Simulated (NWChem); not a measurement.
System: C6H6; SMILES C=C1C=CC=C1

Output (shortened):

```
             Northwest Computational Chemistry Package (NWChem) 7.3.0
             --------------------------------------------------------

 C2V symmetry detected

                             Geometry "geometry" -> ""
                             -------------------------

 Output coordinates in angstroms (scale by  1.889725989 to convert to a.u.)

  No.       Tag          Charge          X              Y              Z
 ---- ---------------- ---------- -------------- -------------- --------------
    1 C                    6.0000     0.00000000     0.00000000    -2.10158910
    2 C                    6.0000     0.00000000     0.00000000    -0.75664510
    3 C                    6.0000     0.00000000    -1.17721400     0.12381990
    4 C                    6.0000     0.00000000    -0.73481500     1.40372690
    5 C                    6.0000     0.00000000     0.73481500     1.40372690
    6 C                    6.0000     0.00000000     1.17721400     0.12381990
    7 H                    1.0000     0.00000000     0.93441700    -2.66966210
    8 H                    1.0000     0.00000000    -0.93441700    -2.66966210
    9 H                    1.0000     0.00000000    -2.21045700    -0.22281810
   10 H                    1.0000     0.00000000    -1.35422800     2.30190190
   11 H                    1.0000     0.00000000     1.35422800     2.30190190
   12 H                    1.0000     0.00000000     2.21045700    -0.22281810

 Effective nuclear repulsion energy (a.u.)     200.6074778402

      Symmetry information
      --------------------

 Group name             C2v
 Group number             16
 Group order               4
 No. of unique centers     7

                                 NWChem DFT Module
                                 -----------------

 Summary of "ao basis" -> "ao basis" (spherical)
 ------------------------------------------------------------------------------
       Tag                 Description            Shells   Functions and Types
 ---------------- ------------------------------  ------  ---------------------
 C                          def2-svp                 6       14   3s2p1d
 H                          def2-svp                 3        5   2s1p

      Symmetry analysis of basis
      --------------------------

        a1         46
        a2         13
        b1         17
        b2         38

            General Information
            -------------------
          SCF calculation type: DFT
          Wavefunction type:  closed shell.
          No. of atoms     :    12
          No. of electrons :    42
           Alpha electrons :    21
            Beta electrons :    21
          Charge           :     0
          Spin multiplicity:     1
          Use of symmetry is: on ; symmetry adaption is: on
          Maximum number of iterations: 150
          AO basis - number of functions:   114
                     number of shells:    54
          Convergence on energy requested:  1.00D-06
          Convergence on density requested:  1.00D-05
          Convergence on gradient requested:  5.00D-04

              XC Information
              --------------
                         B3LYP Method XC Potential
                     Hartree-Fock (Exact) Exchange  0.200
                        Slater Exchange Functional  0.800 local
                    Becke 1988 Exchange Functional  0.720 non-local
              Lee-Yang-Parr Correlation Functional  0.810
                  VWN I RPA Correlation Functional  0.190 local

             Grid Information
             ----------------
          Grid used for XC integration:  medium
          Radial quadrature: Mura-Knowles
          Angular quadrature: Lebedev.
          Tag              B.-S. Rad. Rad. Pts. Rad. Cut. Ang. Pts.
          ---              ---------- --------- --------- ---------
          C                   0.70       49          12.0       434
          H                   0.35       45          13.0       434
          Grid pruning is: on
          Number of quadrature shells:   331
          Spatial weights used:  Erf1

      Superposition of Atomic Density Guess
      -------------------------------------

 Sum of atomic energies:        -228.74453723

      Non-variational initial energy
      ------------------------------

 Total energy =    -232.970062
 1-e energy   =    -702.713955
 2-e energy   =     269.136415
 HOMO         =      -0.259444
 LUMO         =      -0.095940

      Symmetry analysis of molecular orbitals - initial
      -------------------------------------------------

  Numbering of irreducible representations:

     1 a1          2 a2          3 b1          4 b2

  Orbital symmetries:

     1 a1          2 a1          3 b2          4 a1          5 a1
     6 b2          7 a1          8 a1          9 b2         10 a1
    11 b2         12 a1         13 a1         14 b2         15 b1
    16 b2         17 a1         18 a1         19 b2         20 b1
    21 a2         22 b1         23 a2         24 b1         25 a1
    26 a1         27 b2         28 b2         29 a1         30 b2
    31 a1

     ---------------------------------------------
      Total Density - Mulliken Population Analysis
     ---------------------------------------------

    Atom       Charge   Shell Charges
 -----------   ------   -------------------------------------------------------
    1 C    6     5.99   1.99  0.97  0.28  1.88  0.85  0.02
    2 C    6     6.17   1.99  0.98  0.19  1.94  1.03  0.05
    3 C    6     6.08   1.99  0.98  0.29  1.99  0.79  0.04
    4 C    6     6.10   1.99  0.98  0.31  1.96  0.83  0.04
    5 C    6     6.10   1.99  0.98  0.31  1.96  0.83  0.04
    6 C    6     6.08   1.99  0.98  0.29  1.99  0.79  0.04
    7 H    1     0.90   0.67  0.21  0.02
    8 H    1     0.90   0.67  0.21  0.02
    9 H    1     0.91   0.67  0.22  0.02
   10 H    1     0.92   0.67  0.22  0.02
   11 H    1     0.92   0.67  0.22  0.02
   12 H    1     0.91   0.67  0.22  0.02

   convergence    iter        energy       DeltaE   RMS-Dens  Diis-err
 ---------------- ----- ----------------- --------- --------- ---------
 d= 0,ls=0.0,diis     1   -231.9709000913 -4.33D+02  8.77D-03  4.20D-01
 d= 0,ls=0.0,diis     2   -232.0116141403 -4.07D-02  5.01D-03  9.81D-02
 d= 0,ls=0.0,diis     3   -232.0009537921  1.07D-02  2.75D-03  1.68D-01
 d= 0,ls=0.0,diis     4   -232.0258850480 -2.49D-02  5.19D-04  2.89D-03
 d= 0,ls=0.0,diis     5   -232.0261609818 -2.76D-04  2.07D-04  9.10D-04
  Resetting Diis
 d= 0,ls=0.0,diis     6   -232.0262786489 -1.18D-04  5.16D-05  3.57D-05
 d= 0,ls=0.0,diis     7   -232.0262832020 -4.55D-06  2.33D-05  1.73D-06
 d= 0,ls=0.0,diis     8   -232.0262829449  2.57D-07  1.51D-05  3.60D-06
 d= 0,ls=0.0,diis     9   -232.0262834102 -4.65D-07  2.79D-06  1.60D-07

         Total DFT energy =     -232.026283410217
      One electron energy =     -708.160940810300
           Coulomb energy =      310.224637481442
    Exchange-Corr. energy =      -34.697457921604
 Nuclear repulsion energy =      200.607477840245

 Numeric. integr. density =       41.999963636729

                  Occupations of the irreducible representations
                  ----------------------------------------------

                     irrep           alpha         beta
                     --------     --------     --------
                     a1               11.0         11.0
                     a2                1.0          1.0
                     b1                2.0          2.0
                     b2                7.0          7.0

                       DFT Final Molecular Orbital Analysis
                       ------------------------------------

 Vector   19  Occ=2.000000D+00  E=-3.478884D-01  Symmetry=b2
              MO Center= -2.8D-32, -1.8D-15, -4.2D-01, r^2= 3.8D+00
   Bfn.  Coefficient  Atom+Function         Bfn.  Coefficient  Atom+Function
  ----- ------------  ---------------      ----- ------------  ---------------
    19      0.343503   2 C  py               34      0.216211   3 C  pz
    76     -0.216211   6 C  pz                5     -0.198346   1 C  py
    33     -0.198989   3 C  py               75     -0.198989   6 C  py
    85     -0.190026   7 H  s                90      0.190026   8 H  s
    48     -0.143229   4 C  pz               62      0.143229   5 C  pz

 Vector   20  Occ=2.000000D+00  E=-2.631697D-01  Symmetry=b1
              MO Center=  2.2D-16,  4.4D-15, -4.4D-01, r^2= 3.7D+00
   Bfn.  Coefficient  Atom+Function         Bfn.  Coefficient  Atom+Function
  ----- ------------  ---------------      ----- ------------  ---------------
     4      0.366149   1 C  px               18      0.289043   2 C  px
     7      0.267394   1 C  px               46     -0.256140   4 C  px
    60     -0.256140   5 C  px               21      0.181580   2 C  px
    49     -0.178895   4 C  px               63     -0.178895   5 C  px
    32     -0.059372   3 C  px               74     -0.059372   6 C  px

 Vector   21  Occ=2.000000D+00  E=-2.220375D-01  Symmetry=a2
              MO Center= -5.4D-16, -3.1D-15,  5.3D-01, r^2= 2.6D+00
   Bfn.  Coefficient  Atom+Function         Bfn.  Coefficient  Atom+Function
  ----- ------------  ---------------      ----- ------------  ---------------
    32      0.357231   3 C  px               74     -0.357231   6 C  px
    35      0.271536   3 C  px               77     -0.271536   6 C  px
    46      0.247373   4 C  px               60     -0.247373   5 C  px
    49      0.181432   4 C  px               63     -0.181432   5 C  px

 Vector   22  Occ=0.000000D+00  E=-7.305576D-02  Symmetry=b1
              MO Center= -1.2D-16,  2.4D-15, -4.8D-01, r^2= 3.9D+00
   Bfn.  Coefficient  Atom+Function         Bfn.  Coefficient  Atom+Function
  ----- ------------  ---------------      ----- ------------  ---------------
     7      0.431071   1 C  px                4      0.386163   1 C  px
    35     -0.237829   3 C  px               49      0.238472   4 C  px
    63      0.238472   5 C  px               77     -0.237829   6 C  px
    32     -0.228140   3 C  px               74     -0.228140   6 C  px
    46      0.226140   4 C  px               60      0.226140   5 C  px

 Vector   23  Occ=0.000000D+00  E= 7.277660D-02  Symmetry=a2
              MO Center= -1.4D-15,  6.2D-15,  9.8D-01, r^2= 2.9D+00
   Bfn.  Coefficient  Atom+Function         Bfn.  Coefficient  Atom+Function
  ----- ------------  ---------------      ----- ------------  ---------------
    49      0.674103   4 C  px               63     -0.674103   5 C  px
    35     -0.461075   3 C  px               77      0.461075   6 C  px
    46      0.387806   4 C  px               60     -0.387806   5 C  px
    32     -0.250767   3 C  px               74      0.250767   6 C  px
    24      0.027155   2 C  d -2

 Vector   24  Occ=0.000000D+00  E= 7.521650D-02  Symmetry=a1
              MO Center= -5.1D-17,  1.8D-16, -7.2D-01, r^2= 9.9D+00
   Bfn.  Coefficient  Atom+Function         Bfn.  Coefficient  Atom+Function
  ----- ------------  ---------------      ----- ------------  ---------------
     3      1.296687   1 C  s                96     -0.946157   9 H  s
   111     -0.946157  12 H  s                86     -0.895704   7 H  s
    91     -0.895704   8 H  s               101     -0.622895  10 H  s
   106     -0.622895  11 H  s                31      0.489326   3 C  s
    73      0.489326   6 C  s                45      0.482314   4 C  s

     ---------------------------------------------
      Total Density - Mulliken Population Analysis
     ---------------------------------------------

    Atom       Charge   Shell Charges
 -----------   ------   -------------------------------------------------------
    1 C    6     6.01   1.99  0.92  0.24  2.05  0.79  0.03
    2 C    6     5.99   1.99  0.94  0.17  2.09  0.75  0.05
    3 C    6     5.99   1.99  0.91  0.30  2.10  0.66  0.03
    4 C    6     5.99   1.99  0.92  0.28  2.08  0.68  0.04
    5 C    6     5.99   1.99  0.92  0.28  2.08  0.68  0.04
    6 C    6     5.99   1.99  0.91  0.30  2.10  0.66  0.03
    7 H    1     0.98   0.75  0.21  0.02
    8 H    1     0.98   0.75  0.21  0.02
    9 H    1     1.02   0.76  0.24  0.02
   10 H    1     1.02   0.76  0.24  0.02
   11 H    1     1.02   0.76  0.24  0.02
   12 H    1     1.02   0.76  0.24  0.02

     -------------------------------------------
      Total Density - Lowdin Population Analysis
     -------------------------------------------

    Atom       Charge   Shell Charges
 -----------   ------   -------------------------------------------------------
    1 C    6     5.99   1.97  0.61  0.32  1.84  1.19  0.07
    2 C    6     6.02   1.97  0.62  0.28  1.92  1.13  0.11
    3 C    6     6.04   1.97  0.61  0.30  1.92  1.17  0.09
    4 C    6     6.02   1.97  0.61  0.30  1.89  1.17  0.09
    5 C    6     6.02   1.97  0.61  0.30  1.89  1.17  0.09
    6 C    6     6.04   1.97  0.61  0.30  1.92  1.17  0.09
    7 H    1     0.97   0.63  0.27  0.07
    8 H    1     0.97   0.63  0.27  0.07
    9 H    1     0.98   0.63  0.28  0.07
   10 H    1     0.98   0.63  0.28  0.07
   11 H    1     0.98   0.63  0.28  0.07
   12 H    1     0.98   0.63  0.28  0.07

     Multipole analysis of the density
     ---------------------------------

     L   x y z        total         alpha         beta         nuclear
     -   - - -        -----         -----         ----         -------
     0   0 0 0      0.000000    -21.000000    -21.000000     42.000000

     1   1 0 0     -0.000000     -0.000000     -0.000000      0.000000
     1   0 1 0      0.000000      0.000000      0.000000     -0.000000
     1   0 0 1     -0.248977     -0.124489     -0.124489      0.000000

     2   2 0 0    -29.184821    -14.592411    -14.592411      0.000000
     2   1 1 0     -0.000000     -0.000000     -0.000000      0.000000
     2   1 0 1      0.000000      0.000000      0.000000      0.000000
     2   0 2 0    -24.550921    -80.653857    -80.653857    136.756794
     2   0 1 1     -0.000000     -0.000000     -0.000000     -0.000000
     2   0 0 2    -22.894271   -151.996174   -151.996174    281.098078
```

Level: B3LYP/def2-SVP. Geometry: optimised at PBE0/def2-SVP.

Question: Which NWChem input produces such a log?

Answer: One answer among several that fit: the input that was run:
```
start job
memory heap 200 mb stack 900 mb global 1100 mb
geometry units angstroms noautoz
  C      0.000000     0.000000    -2.101512
  C      0.000000     0.000000    -0.756568
  C      0.000000    -1.177214     0.123897
  C      0.000000    -0.734815     1.403804
  C      0.000000     0.734815     1.403804
  C      0.000000     1.177214     0.123897
  H      0.000000     0.934417    -2.669585
  H      0.000000    -0.934417    -2.669585
  H      0.000000    -2.210457    -0.222741
  H      0.000000    -1.354228     2.301979
  H      0.000000     1.354228     2.301979
  H      0.000000     2.210457    -0.222741
end
basis spherical
  * library def2-svp
end
dft
  xc b3lyp
  iterations 150
  mulliken
end
task dft energy
```
